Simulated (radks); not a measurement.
The numbers below are computed, except where a source is named.
Problem. These are the eigenvalues of the occupied orbitals of an atom or ion with whole-number occupations (eV). Code: a radial shooting solver on a logarithmic mesh with Libxc functionals. Model: scalar-relativistic Kohn-Sham, r2SCAN, spin-polarised, spherical densities, finite nucleus; meta-GGA in the generalised Kohn-Sham scheme; Fermi nuclear charge, rms radius of each element as measured or else 0.836 A^(1/3) + 0.57 fm.

| orbital | eigenvalue |
|---|---|
| 1s up | -92748.98 |
| 1s down | -92748.97 |
| 2s up | -18358.91 |
| 2s down | -18351.06 |
| 2p up | -15999.09 |
| 2p down | -15992.73 |
| 3s up | -5924.381 |
| 3s down | -5922.496 |
| 3p up | -5244.673 |
| 3p down | -5242.089 |
| 3d up | -4576.210 |
| 3d down | -4570.613 |
| 4s up | -2665.832 |
| 4s down | -2647.998 |
| 4p up | -2416.518 |
| 4p down | -2398.982 |
| 4d up | -2150.296 |

Which element is it, and in what charge state? The configuration may be excited. Open shells, if any, are filled with parallel spins first.

Solution. Z = 83, bismuth, charge +43: Bi43+ in [Kr] 4d4. The list shows which subshells hold electrons but not how many an open one holds; the 1s level, -3408.5 hartree, gives Z - s = 82.6 by -(Z - s)^2/2, which with screening and relativity narrows Z to a few neighbours, and the depths of the outer levels then fix element, charge and occupations together.
